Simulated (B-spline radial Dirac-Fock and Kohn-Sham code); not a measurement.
## Characteristic X-ray lines: Sr

System: atomic strontium in the configuration 1s2 2s2 2p6 3s2 3p6 3d10 4s2 4p6 4d1 5s1 (an excited configuration).

Input of the calculation (task.json; shells as n, l, electrons):

```json
{"items": [{
  "Z": 38,
  "q": 0,
  "cfg": [[1, 0, 2], [2, 0, 2], [2, 1, 6], [3, 0, 2], [3, 1, 6], [3, 2, 10], [4, 0, 2], [4, 1, 6], [4, 2, 1], [5, 0, 1]],
  "A": 88,
  "rrms": 4.224,
  "do": ["binding"]
}]}
```

Command: `python xray_run.py task.json out`

Level of theory: Dirac-Fock (average of configuration) total-energy differences with a finite nucleus, the Breit interaction including its frequency dependence, and self-energy and vacuum-polarisation corrections; a radial B-spline solver. A line energy is the difference of two single-hole energies; the list is a selection of electric-dipole transitions between resolved j subshells. The model has no electron correlation.

| line | energy (keV) | wavelength (Å) |
| --- | --- | --- |
| Kβ2' | 16.085 | 0.77080 |
| Kβ2'' | 16.084 | 0.77085 |
| Kβ1 | 15.832 | 0.78310 |
| Kβ3 | 15.822 | 0.78362 |
| Kα1 | 14.164 | 0.87537 |
| Kα2 | 14.096 | 0.87954 |
| Lγ3 | 2.2026 | 5.6289 |
| Lγ2 | 2.2015 | 5.6318 |
| Lβ3 | 1.9500 | 6.3582 |
| Lβ7 | 1.9423 | 6.3834 |
| Lβ4 | 1.9394 | 6.3930 |
| Lβ1 | 1.8737 | 6.6171 |
| Lα1 | 1.8082 | 6.8569 |
| Lα2 | 1.8064 | 6.8635 |
| Lη | 1.6471 | 7.5276 |
| Lℓ | 1.5798 | 7.8482 |
| Mζ2 | 0.1139 | 108.88 |
| Mζ1 | 0.1133 | 109.45 |
